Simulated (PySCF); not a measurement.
F3S, SMILES F[S](F)F, multiplicity 2.

The structure is a stationary point at PBE0-D3(BJ)/def2-TZVP. A frequency run showed that this geometry is not a minimum. The isomer is the one that the SMILES or the coordinates give; other isomers of the formula were not compared.

Computed with PBE/def2-TZVPD in PySCF.

The total energy is -697.37036 hartree, the point group is C2v and the α spin, highest occupied and lowest empty level comes out as -6.97 and -2.66 eV. The β spin, highest occupied and lowest empty level comes out as -8.55 and -5.67 eV and the dipole moment comes out as 0.45 D. The quadrupole, principal values (traceless, Buckingham form, about the centre of nuclear charge) is -5.57, 2.35, 3.22 D·Å and the mean static polarisability is 29.2 bohr³ (4.32 Å³). The polarisability, principal values comes out as 22.0, 26.8, 38.7 bohr³ and the ⟨S²⟩ is 0.754 (pure state 0.75).
